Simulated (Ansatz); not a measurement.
One change: `O=C([SiH3])S` becomes `O=C([SiH3])C=[Se]`.

Ansatz, PBE0-D4/def2-TZVP geometries, multiplicity 1. Each molecule was computed in one conformer, which needn't be the lowest.

Scalar relativity is left out up to krypton.

| property | `O=C([SiH3])S` |
| --- | --- |
| HOMO energy (ωB97M-V/def2-TZVPP) / eV | -9.57 |
| LUMO energy (PBE0/def2-TZVPP) / eV | -1.52 |
| size of the dipole moment (B3LYP/def2-TZVPP) / D | 1.47 |
| LUMO energy (B3LYP/def2-TZVPP) / eV | -1.73 |
| size of the dipole moment (ωB97M-V/def2-TZVPP) / D | 1.48 |
| LUMO energy (ωB97M-V/def2-TZVPP) / eV | 0.68 |

Task: Give the same properties after the change, and the shifts. (Best estimate.)

Result: The calculation gave: 
| property | `O=C([SiH3])C=[Se]` | shift |
| --- | --- | --- |
| HOMO energy (ωB97M-V/def2-TZVPP) / eV | -9.18 | 0.39 |
| LUMO energy (PBE0/def2-TZVPP) / eV | -3.97 | -2.45 |
| size of the dipole moment (B3LYP/def2-TZVPP) / D | 1.54 | 0.07 |
| LUMO energy (B3LYP/def2-TZVPP) / eV | -4.14 | -2.41 |
| size of the dipole moment (ωB97M-V/def2-TZVPP) / D | 1.54 | 0.06 |
| LUMO energy (ωB97M-V/def2-TZVPP) / eV | -1.85 | -2.53 |

With PBE0 the HOMO rises by 0.37 eV and the LUMO falls by 2.45 eV, so the gap narrows by about 2.82 eV. PBE moves the HOMO by 0.26 eV and ωB97M-V by 0.39 eV. The zero-point energy changes by 17.6 kJ/mol with +3 modes. Dipoles are sizes alone; their direction can turn.

B3LYP here is the variant with VWN-RPA as its local correlation; programs differ in this.
